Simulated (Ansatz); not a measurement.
Reaction (formal hydrolysis of the Si–O bond): `O[SiH]([SiH3])[O][AlH2]` + H₂O → `O[SiH](O)[SiH3]` + `[OH][AlH2]`

Program: Ansatz. Geometries: PBE0-D4/def2-TZVP. ΔE: electronic, gas phase. CBS: MP2 limit from def2 TZ/QZ plus the TZ coupled-cluster correction, frozen cores. This one scheme is used for every species. Functionals use def2-TZVPP. Each species was taken in one conformer, which may not be the lowest.

`O[SiH]([SiH3])[O][AlH2]`:

Cartesian coordinates in Å:
```
O -1.087 0.385 1.892
Si -0.343 -0.504 0.724
Si -1.710 -0.314 -1.168
O 1.151 0.050 0.409
Al 2.570 0.741 -0.180
H -0.769 0.298 2.792
H -0.194 -1.913 1.191
H -1.807 1.109 -1.595
H -3.081 -0.830 -0.904
H -1.123 -1.096 -2.292
H 2.797 0.760 -1.743
H 3.596 1.316 0.874
```

H₂O:

Z-matrix (Å, degrees):
```
O
H 1 0.960
H 1 0.960 2 105.1
```

`O[SiH](O)[SiH3]`:

Z-matrix (Å, degrees):
```
Si
O 1 1.647
Si 1 2.344 2 104.5
O 1 1.648 2 112.8 3 -122.1
H 1 1.486 2 110.8 3 123.0
H 2 0.959 1 117.7 3 -172.2
H 3 1.487 1 111.3 2 55.4
H 3 1.490 1 109.9 2 -65.1
H 3 1.489 1 110.0 2 175.9
H 4 0.959 1 117.5 2 65.5
```

`[OH][AlH2]`:

Z-matrix (Å, degrees):
```
Al
O 1 1.696
H 1 1.585 2 119.7
H 1 1.577 2 116.0 3 -180.0
H 2 0.956 1 123.4 3 -0.0
```

```csv
level,ΔE (eV)
PBE-QIDH,0.22
PBE,0.13
```

(1) What does CCSD(T)/CBS give? (Estimate.)

Largest T1 diagnostic among the species: 0.013.

## Answers

(1) Ansatz gave: +0.26 eV. The listed levels differ from it by -0.04, -0.13 eV.

The D4 term adds +0.06 eV with B3LYP and +0.04 eV with PBE0; it sums over pairs of atoms, weighted by their polarisabilities, and B3LYP, whose exchange is more repulsive, gets the larger term. From BLYP to BHLYP (50 % exact exchange), in def2-TZVPP and without D4, ΔE moves by +0.09 eV.

B3LYP here is the variant with VWN-RPA as its local correlation; programs differ in this.
